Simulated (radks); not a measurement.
Values are calculated unless marked as measured or tabulated.
Task: These are the eigenvalues of the occupied orbitals of an atom or ion with whole-number occupations (hartree). Code: a radial shooting solver on a logarithmic mesh with Libxc functionals. Model: scalar-relativistic Kohn-Sham, BLYP, spin-polarised, spherical densities, finite nucleus; Fermi nuclear charge, rms radius of each element as measured or else 0.836 A^(1/3) + 0.57 fm.

| orbital | eigenvalue |
|---|---|
| 1s down | -1424.633 |
| 1s up | -1424.633 |
| 2s up | -227.1835 |
| 2s down | -227.1822 |
| 2p up | -203.6893 |
| 2p down | -203.6884 |
| 3s up | -48.94620 |
| 3s down | -48.94565 |
| 3p up | -41.44353 |
| 3p down | -41.44291 |
| 3d up | -30.65611 |
| 3d down | -30.65513 |
| 4s up | -10.24729 |
| 4s down | -10.24540 |
| 4p up | -7.80697 |
| 4p down | -7.80527 |
| 4d up | -4.27595 |
| 4d down | -4.27423 |
| 5s up | -1.89280 |
| 5s down | -1.88015 |
| 5p up | -1.28307 |
| 5p down | -1.26623 |
| 5d up | -0.54577 |

Which element is it, and in what charge state? The configuration may be excited. Open shells, if any, are filled with parallel spins first.

Result: Z = 57, lanthanum, charge +2: La2+ in [Xe] 5d1. The list shows which subshells hold electrons but not how many an open one holds; the 1s level, -1424.6 hartree, gives Z - s = 53.4 by -(Z - s)^2/2, which with screening and relativity narrows Z to a few neighbours, and the depths of the outer levels then fix element, charge and occupations together.
